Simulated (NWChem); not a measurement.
ZrH₄S; SMILES [SH][ZrH3]

```xyz
6

Zr    -0.0678     0.5203    -0.1119
H     -1.1794     0.9107     1.3124
H      1.6694     1.0445     0.2181
H     -0.6625     1.3039    -1.6720
S     -0.0992    -1.8657    -0.4020
H     -0.9572    -1.8460     0.6568
```
Atoms are numbered in this order, from 1.

Level: PBE0/def2-SVP with def2 effective core potentials on Zr (NWChem), optimised geometry, unscaled harmonic frequencies. def2 effective core potentials on Zr; no spin-orbit coupling.

```csv
frequency (cm⁻¹),IR intensity (km/mol)
109,0.0
257,34.7
349,32.7
364,21.0
493,6.1
556,273.8
606,102.6
631,100.5
1693,512.1
1699,504.6
1736,234.3
2629,4.2
```

```
Property                                                                           Result
-----------------------------------------------------------------------  ----------------
zero-point energy                                                           15.9 kcal/mol
thermal correction to the enthalpy at 298.15 K (with zero-point energy)     19.9 kcal/mol
heat capacity Cv                                                         17.3 cal/(mol K)
entropy at 298.15 K and 1 atm (symmetry number 1)                        73.6 cal/(mol K)
```

Rigid rotor and harmonic oscillator.
